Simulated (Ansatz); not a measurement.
`C[CH](C)[Ga]([SH])[SH]` + `[NH2][Al]([F])[F]` → `CC(C)[NH][Al]([F])[F]` + `[SH][GaH][SH]`  (substitution at a C–Ga bond)

Computed with Ansatz on PBE0-D4/def2-TZVP structures; ΔE is electronic, products minus reactants. CCSD(T)/CBS adds triple-zeta CCSD(T) − MP2 to the extrapolated MP2 energy (def2 sets, frozen cores). DFT in def2-TZVPP. B3LYP here is the variant with VWN-RPA as its local correlation; programs differ in this. For Ga outer-core shells are correlated without core-valence functions, which leaves a few kJ/mol of doubt a bond. Scalar relativity is left out up to krypton. One conformer a species, not always the lowest.

```tsv
level	ΔE (kcal/mol)	difference from CCSD(T)/CBS
PBE-D4	11.5	-1.8
r2SCAN-D4	11.0	-2.3
PBE0-D4	11.3	-2.0
B3LYP-D4	11.3	-2.0
ωB97X-V	10.0	-3.3
B2PLYP	11.5	-1.8
PBE	10.9	-2.4
r2SCAN	10.8	-2.5
PBE0	10.7	-2.6
B3LYP	10.5	-2.8
HF/def2-TZVPP	8.3	-5.0
SCS-MP2/def2-TZVPP	12.5	-0.8
CCSD/def2-TZVPP	11.6	-1.7
CCSD(T)/def2-TZVPP	12.0	-1.3
HF/CBS(def2)	8.2	-5.1
CCSD/CBS(def2)	12.9	-0.4
CCSD(T)/CBS	13.3	0
```

Largest T1 diagnostic among the species: 0.013.

The D4 term adds +0.9 kcal/mol with B3LYP and +0.6 kcal/mol with PBE0; it sums over pairs of atoms, weighted by their polarisabilities, and B3LYP, whose exchange is more repulsive, gets the larger term. In def2-TZVPP, CCSD(T) changes the Hartree–Fock value by +3.7 kcal/mol (the triples alone add +0.4 kcal/mol) and MP2 by +5.6 kcal/mol.
